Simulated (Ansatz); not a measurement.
H5O2Si2 (`O[SiH](O)[SiH2]`) radical. The species carries charge 0 and has multiplicity 2.

Cartesian coordinates in Å:
```
O -1.561 -0.265 -0.824
Si -0.030 -0.585 -0.307
O 0.000 -1.411 1.116
Si 1.263 1.302 0.141
H -2.081 0.353 -0.307
H 0.526 -1.397 -1.418
H -0.398 -2.284 1.130
H 0.966 1.986 1.430
H 1.314 2.301 -0.962
```

Problem. Give the diagnostics of a CCSD(T)/def2-TZVPP run (frozen core, the Gaussian-basis code of Ansatz). (Best estimate.)

Solution. The calculation gave: T1 = 0.0143, largest single amplitude 0.019, largest double 0.020, (T) share of the correlation energy 3.4 %, 12 CCSD cycles. ⟨S²⟩ of the UHF reference is 0.761 against 0.75 for a pure state. T1 lies under the customary mark of 0.045 for open shells.
